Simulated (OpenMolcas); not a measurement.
# S2+: Slater's ratio, the spin-orbit constant, worked from levels

```yaml
Program: OpenMolcas 26.06
Basis: ANO-R3 [6s5p4d3f1g]
Scalar_Hamiltonian: X2C, finite nucleus
Active_space: 2 electrons in 3 orbitals (3p)
State_averaging: 2S+1 = 3 even, 3 roots; 2S+1 = 1 even, 6 roots
Spin-orbit_coupling: RASSI with atomic mean-field integrals over the reference wave functions, term energies averaged over their components
```

Methods: CASSCF; SS-CASPT2, IPEA 0.25 Eh, imaginary shift 0.1 Eh (closed shells correlated: 2s 2p 3s). Measured levels: NIST levels in Podobedova, Kelleher and Wiese, J. Phys. Chem. Ref. Data 38, 171 (2009).

**Slater's ratio.** With one set of orbitals, p2 has 1D - 3P = 6 F2 and 1S - 1D = 9 F2 (F2 = F²/25), a ratio of 3/2. Term energies are centres of gravity, weighted by 2J + 1.

```csv
Source,1D - 3P,1S - 3P,F2 from the first,Ratio
CASSCF,13749,34144,2292,1.483
SS-CASPT2,10494,26459,1749,1.521
measured,10760,26599,1793,1.472
```

Energies in cm-1. A ratio away from 3/2 shows effects beyond one configuration with one set of orbitals, and in heavier atoms second-order spin-orbit shifts.

**The spin-orbit constant.** For the Hund term 3P of p2, E(J) = (A/2) J(J+1) + constant and ζ = 2S·A = 2A. From J = 0 to J = 2 the energy changes by 3 A.

```csv
Source,E(2) - E(0),A,ζ
CASSCF,764.5,254.8,510
SS-CASPT2,765.7,255.2,510
measured,833.1,277.7,555
```

All in cm-1. SS-CASPT2 is off by -8.1 % and CASSCF by -8.2 %. Both methods take the spin-orbit matrix elements from the reference wave functions, so the second can move ζ only through the term energies and any multistate remixing. Second-order mixing with other terms is absorbed into this ζ.

Term energies are means over components that CASPT2 splits; among the terms shown or strongly mixed into the levels shown the widest spread is 88 cm-1 (3s2 3p2 1D, SS-CASPT2). With the s shell closed, the reference lacks s² → p² mixing. Measured partners are found by configuration, term and J. A level has none where our copy of the source lacks it or the pairing is in doubt (some pairs that miss far off the trend of their configuration count as doubtful), and it then counts in no deviation. Only configurations of the active space appear.
